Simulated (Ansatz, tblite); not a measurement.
Cost and result up the ladder for the cluster Cd2Se⁺ (3 atoms). The state is a doublet with charge 1. Geometry: PBE0-D4/def2-TZVP.

```
atom   x (Å)   y (Å)   z (Å)
 Cd1  -0.084  -0.241   2.153
 Cd2   0.485  -0.555  -2.039
 Se3  -0.401   0.796  -0.114
```

Ansatz on 4 threads of Arm Neoverse V2 on a shared host; xTB runs through tblite on one thread. Times are rough, summed over both states, and most runs start from the orbitals of an earlier one. ωB97X-V/def2-TZVP serves as the yardstick here, not as an exact answer. Differences are given only for rows in sets of like size (and for xTB, whose basis is part of the method), since another set adds its own error. The other state is a quartet at its own geometry.

In the def2 sets Cd takes a core potential; there is no spin–orbit coupling. The xTB rows come from tblite. LC-ωPBE has ω = 0.4 bohr⁻¹. HSE06 is defined as in plane-wave codes, on full-range PBE exchange. Correlated methods freeze 9 core orbitals; core or outer-core shells of Cd, Se are correlated, in sets that lack core-valence functions. The rows differ in basis, and correlated rows in double-zeta sets carry the largest basis error. In CCSD on the charge 1 doublet the largest single amplitude is 0.28, so its Hartree–Fock determinant may place the open shell otherwise than the density functionals do. The structure comes from a short search, and lower isomers may exist.

Correlated methods converge slowly with the basis, most of all in double-zeta sets (MP2 moves by 0.14 eV from def2-SVP to def2-TZVP here).

xTB has no spin-polarisation term.

| level | functions | wall time | quartet − doublet (eV) | difference from ωB97X-V/def2-TZVP (eV) | remarks |
| --- | --- | --- | --- | --- | --- |
| GFN1-xTB | 17 | 0.002 s | 2.14 | 1.63 | – |
| GFN2-xTB | 17 | 0.002 s | 1.42 | 0.90 | – |
| PBE-D4/def2-TZVP | 128 | 3.6 s | 0.84 | 0.33 | – |
| MP2/def2-TZVP | 128 | 5.4 s | 0.62 | 0.10 | spin-contaminated (⟨S²⟩ 0.87) (doublet) |
| HSE06-D4/def2-TZVP | 128 | 6.1 s | 0.68 | 0.17 | – |
| BHLYP-D4/def2-TZVP | 128 | 7.1 s | 0.41 | -0.10 | – |
| RPA@PBE/def2-TZVP | 128 | 7.2 s | 0.79 | 0.28 | – |
| r2SCAN-D4/def2-TZVP | 128 | 9.5 s | 0.67 | 0.16 | – |
| PBE0-D4/def2-TZVP (with forces) | 128 | 9.6 s | 0.66 | 0.15 | – |
| LC-ωPBE/def2-TZVP | 128 | 12 s | 0.30 | -0.21 | – |
| r2SCANh-D4/def2-TZVP | 128 | 13 s | 0.60 | 0.09 | – |
| ωB97X-V/def2-TZVP | 128 | 25 s | 0.51 | 0.00 | – |
| CCSD(T)/def2-SVP | 94 | 32 s | 0.48 | – | – |
